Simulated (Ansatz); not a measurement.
A nudged elastic band was laid between two geometries of CH5BFInS (10 atoms, charge 0, multiplicity 1).

Method: RKS PBE/def2-SVP in Ansatz 0.2.0.

```json
{"movable images": "5", "climbing image": "yes", "spring": "5.0 eV/Å²", "optimiser": "quadratic models (default)", "start path": "IDPP", "force threshold": "0.05 eV/Å", "iteration limit": "60", "end points": "relaxed"}
```

Image 0:

```xyz
10
Properties=species:S:1:pos:R:3
F -1.504 -0.256 1.819
In -1.482 0.474 -0.068
C 0.133 -0.747 -0.886
B 1.313 0.133 -0.386
S 1.572 0.598 1.345
H -2.610 1.753 -0.292
H 0.065 -0.927 -1.973
H -0.048 -1.672 -0.301
H 2.097 0.668 -1.150
H 0.465 -0.024 1.891
```

Image 6:

```xyz
10
Properties=species:S:1:pos:R:3
F -1.965 1.350 -2.070
In -1.547 0.590 -0.278
C 0.085 -0.890 -0.403
B 1.278 0.030 -0.075
S 1.899 0.404 1.581
H -2.550 1.221 0.983
H 0.028 -1.260 -1.444
H -0.188 -1.670 0.336
H 1.847 0.674 -0.936
H 1.114 -0.449 2.306
```

**Question.** Which bonds break or form, and what moves?

**Answer.** No bond is made or broken. The dihedral F1–In2–C3–B4 goes from -84 to 94°.

**Question.** Give the energies along the band, and the barrier.

**Answer.** The run converged. The highest image is number 3 of 0 to 6, 0.102 eV above the first end and 0.025 eV above the last; the last end lies 0.078 eV above the first. A vibrational analysis at the climbing image gives no mode beyond 40i cm⁻¹: the surface is too flat there to confirm a saddle point.

```csv
image,path coordinate (Å),energy (eV),dihedral F1–In2–C3–B4 (°)
0,0.00,0.000,-84
1,1.34,0.046,-113
2,2.68,0.076,-145
3,4.02,0.102,175
4,4.96,0.097,147
5,5.90,0.083,120
6,6.85,0.078,94
```

**Question.** What is the geometry of the highest image?

**Answer.** 
```xyz
10
Properties=species:S:1:pos:R:3
F -3.085 -1.311 -0.188
In -1.718 0.141 -0.228
C 0.278 -0.786 -0.210
B 1.258 0.395 -0.364
S 2.071 1.284 0.977
H -2.450 1.708 -0.227
H 0.213 -1.478 -1.075
H 0.287 -1.360 0.739
H 1.501 0.884 -1.454
H 1.644 0.524 2.030
```

The run took 2.9 min on 2 threads of Arm Neoverse V1, with other jobs on the host, peak memory 0.16 GiB.
